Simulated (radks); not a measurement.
Task: Spin polarisation of the 2p1 shell in the nitrogen ion N2+. Start: [He] 2s2 2p(up 0.5, down 0.5); electrons of 2p are moved from spin down to spin up, other shells keep equal spins. Calculated with a radial shooting solver on a logarithmic mesh with Libxc functionals: non-relativistic Kohn-Sham, LDA (Slater exchange, Perdew-Wang correlation), spin-polarised, spherical densities, point nucleus. Estimate the energy gained and the exchange splitting at a moment of 1 Bohr magnetons.

Result: At moment 1 the spin-polarisation energy is -0.582 eV and the 2p exchange splitting 2.345 eV, that is 2.345 eV per Bohr magneton; E = -I m^2/4 would give I = 2.330 eV.
